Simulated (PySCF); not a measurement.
# Two-component Hartree-Fock for Ge²²⁺ (germanium, charge +22)

Start: [Ne]. Calculated with PySCF 2.14 in an uncontracted even-tempered set (18 s from 1.4 bohr⁻², ratio 2.6; 12 p from 1.8 bohr⁻², ratio 2.6; 6 d from 1.9 bohr⁻², ratio 2.8; 3 f from 52 bohr⁻², ratio 2.8): generalised Hartree-Fock with the X2C-1e Hamiltonian and a Gaussian nucleus; spin-orbit coupling (SO) screened by Boettger's factors.

```json
{"spinor shell": "1s1/2", "electrons": "2", "ε, screened SO (eV)": "-12153.3", "weight of nominal j (screened SO)": "1.000", "rms radius, screened SO (bohr)": "0.0541"}
{"spinor shell": "2s1/2", "electrons": "2", "ε, screened SO (eV)": "-2370.8", "weight of nominal j (screened SO)": "1.000", "rms radius, screened SO (bohr)": "0.223"}
{"spinor shell": "2p1/2", "electrons": "2", "ε, screened SO (eV)": "-2214.5", "weight of nominal j (screened SO)": "1.000", "rms radius, screened SO (bohr)": "0.196"}
{"spinor shell": "2p3/2", "electrons": "4", "ε, screened SO (eV)": "-2180.8", "weight of nominal j (screened SO)": "1.000", "rms radius, screened SO (bohr)": "0.199"}
```

```json
{"quantity": "E (hartree)", "screened SO": "-1803.70014"}
{"quantity": "M_J", "screened SO": "0"}
{"quantity": "⟨J²⟩", "screened SO": "0.000"}
{"quantity": "⟨L²⟩", "screened SO": "0.001"}
{"quantity": "⟨S²⟩", "screened SO": "0.001"}
```
